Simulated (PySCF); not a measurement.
**Spinor energies of Cl²⁺ (chlorine, charge +2)**

Start: [Ne] 3s2 3p3; 3p1/2 filled at m_j = -1/2, +1/2; 3p3/2 filled at m_j = +3/2. Calculated with PySCF 2.14 in an uncontracted even-tempered set (22 s from 0.054 bohr⁻², ratio 2.4; 15 p from 0.071 bohr⁻², ratio 2.4; 6 d from 0.92 bohr⁻², ratio 2.6; 5 f from 1.4 bohr⁻², ratio 2.6): generalised Hartree-Fock with the X2C-1e Hamiltonian and a Gaussian nucleus; spin-orbit coupling (SO) screened by Boettger's factors.

| spinor shell | electrons | ε, screened SO (eV) | weight of nominal j (screened SO) | rms radius, screened SO (bohr) |
| --- | --- | --- | --- | --- |
| 1s1/2 | 2 | -2892.5 | 1.000 | 0.105 |
| 2s1/2 | 2 | -318.01 | 1.000 | 0.478 |
| 2p1/2 | 2 | -248.82 | 0.821 | 0.449 |
| 2p3/2 | 4 | -246.31 | 0.911 | 0.451 |
| 3s1/2 | 2 | -52.245 | 1.000 | 1.56 |
| 3p1/2 | 2 | -39.725 | 0.515 | 1.72 |
| 3p3/2 | 1 | -39.632 | 1.000 | 1.72 |

| quantity | screened SO |
| --- | --- |
| E (hartree) | -459.64240 |
| M_J | 3/2 |
| ⟨J²⟩ | 3.751 |
| ⟨L²⟩ | 0.001 |
| ⟨S²⟩ | 3.749 |

Each row is a mean over spinors that exchange with the open shell spreads, by up to 10.955 eV (3s1/2).

Rows whose weight is well below 1 are mixtures of j = l ± 1/2: exchange outweighs spin-orbit coupling there, and the label is only the starting occupation.
